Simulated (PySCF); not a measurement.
**Two-component Hartree-Fock for W²⁸⁺ (tungsten, charge +28)**

Start: [Kr] 4d10. Calculated with PySCF 2.14 in an even-tempered Gaussian basis (17 s from 2.4 bohr⁻², ratio 2.8; 14 p from 3.1 bohr⁻², ratio 2.8; 10 d from 3.1 bohr⁻², ratio 2.8; 3 f from 16 bohr⁻², ratio 3): generalised Hartree-Fock with the X2C-1e Hamiltonian and a Gaussian nucleus; spin-orbit coupling (SO) screened by Boettger's factors.

```
spinor shell  electrons  ε, screened SO (eV)  weight of nominal j (screened SO)  rms radius, screened SO (bohr)
       1s1/2          2             -70849.9                              1.000                          0.0208
       2s1/2          2             -13179.5                              1.000                          0.0839
       2p1/2          2             -12623.0                              1.000                          0.0713
       3s1/2          2              -3850.6                              1.000                           0.215
       3p1/2          2              -3605.6                              1.000                           0.206
       3p3/2          4              -3304.6                              1.000                           0.220
       3d3/2          4              -2897.5                              1.000                           0.194
       3d5/2          6              -2832.6                              1.000                           0.198
       4s1/2          2              -1513.8                              1.000                           0.452
       4p1/2          2              -1407.3                              1.000                           0.454
       4p3/2          4              -1323.8                              1.000                           0.479
       4d3/2          4              -1146.5                              1.000                           0.479
       4d5/2          6              -1129.4                              1.000                           0.486
```

Task: Where does 2p3/2 lie, and what is the 2p spin-orbit splitting (screened SO)?

Result: At -11266.0 eV, 1357.0 eV above 2p1/2.

```csv
quantity,screened SO
E (hartree),-15782.57012
M_J,0
⟨J²⟩,0.000
⟨L²⟩,0.082
⟨S²⟩,0.082
```

Breit and QED terms are absent; they matter most for the inner s and p1/2 levels.

Densities and radii are taken from the X2C orbitals without a picture-change correction, which distorts them close to the nucleus.
